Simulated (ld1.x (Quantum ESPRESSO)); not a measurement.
# Which change was made? (Al, TM)

* Element: Al (Z = 13)
* Generator: ld1.x (Quantum ESPRESSO) 7.5
* Type: norm-conserving Troullier–Martins (Kleinman–Bylander form)
* Functional: PBE
* Relativity: scalar-relativistic
* Frozen core: [Ne]
* Valence charge: 3
* Reference configuration: 3s2 3p1
* Partial waves: 3s (bound): rc 2.25 bohr; 3p (bound): rc 2.25 bohr
* Local potential: all-electron potential smoothed inside 2.05 bohr (lloc = -2)
* Core correction: none

Cutoffs, loose and tight: the cutoffs (Ry, on a coarse ladder) from which the occupation-weighted sum of valence levels, in a spherical-Bessel basis at the reference potential, stays within 10 and 1 mRy of its value at 400 Ry. They do not see the model core or the augmentation charge, which bear on the density cutoff. Test errors are all-electron minus pseudo excitation energies from the reference, over the configurations 3s2 3p0; 3s1 3p0; 3s2 3p0.5; 3s1 3p1; 3s2 3p1.3; 3s0 3p3; 3s1 3p2; variants that change the core or the reference have their own tests.

The base gives: outcome: generated; cutoff, loose: 8 Ry; cutoff, tight: 25 Ry; bound ghosts: none; largest test error (meV): +31.

(1) After one change the result is: outcome: generated; cutoff, loose: 10 Ry; cutoff, tight: 25 Ry; bound ghosts: none; largest test error (meV): +38. Which change was it?
A. functional BP86
B. local potential all-electron potential smoothed inside 0.94 bohr (lloc = -2)
C. functional LDA (PZ)

## Answers

(1) A. The others give: local potential all-electron potential smoothed inside 0.94 bohr (lloc = -2) → outcome: generated; cutoff, loose: 8 Ry; cutoff, tight: 25 Ry; bound ghosts: none; largest test error (meV): +55 | functional LDA (PZ) → outcome: generated; cutoff, loose: 10 Ry; cutoff, tight: 25 Ry; bound ghosts: none; largest test error (meV): +89.
